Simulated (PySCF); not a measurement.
# Structure from NMR data

Molecular formula: C3H13FOSi4. Simulated spectra:

1H NMR (400 MHz, computed): δ 6.76 (m, 1H), 6.27 (m, 1H), 4.36 (m, 1H), 4.18 (m, 1H), 3.78 (m, 1H), 3.76 (m, 1H), 3.65 (m, 1H), 1.25 (d, 3H), 1.23 (d, 3H).

13C{1H} NMR (computed): δ 70.9 (CH), 28.0 (CH3), 26.9 (CH3).

- geometry from GFN2-xTB
- shielding tensors at PBE0/pcSseg-1 (GIAO)
- program: PySCF 2.14.0 with density-fitted response routines
- one computed conformer, gas phase, equivalent nuclei averaged, non-relativistic

Scale: 1H and 13C against TMS (reference shieldings calculated alike).

**Question.** Propose a structure and justify it.

**Answer.** 
The formula gives 1 degree of unsaturation (1 ring in the answer). 3 carbon signals for 3 carbons: no two carbons are equivalent. Carbon types of the structure: 1 × CH, 2 × CH3, leaving 6 H on heteroatoms. δC 70.9: sp3 CH bonded to O; deshielded by the electronegative neighbour. δC 28.0, 26.9: methyl carbon; aliphatic region, no heteroatom directly attached. δH 6.76: hydrogen on a silicon bonded to F, 2 Si, in a 4-membered ring. δH 6.27: hydrogen on a silicon bonded to O, 2 Si, in a 4-membered ring. δH 4.36, 4.18, 3.78, 3.76: hydrogen on a silicon bonded to 2 Si, in a 4-membered ring. δH 3.65: hydrogen on an sp3 CH bonded to O; its carbon carries O, hence the downfield position. δH 1.25, 1.23: hydrogen on a methyl carbon.

The compound is SMILES C(C)(C)O[Si@@H]1[SiH2][SiH2][Si@@H]1F.

This is the structure that produced the data.

Splittings by 19F in the carbon and heteronuclear signals aren't shown, as no couplings were computed. Shifts are as computed. Against solution values, carbons near 30 ppm lie about +3 ppm off and those near 130 ppm about +5 ppm. Of 1211 compounds with measured shifts, 218 miss one by over three times the rms of a fit or turn the order of signals round; such compounds aren't used in these exercises. Multiplicities follow the n + 1 count of equivalent neighbours, as no J values were calculated; m marks all less simple cases, F and P coupling included.
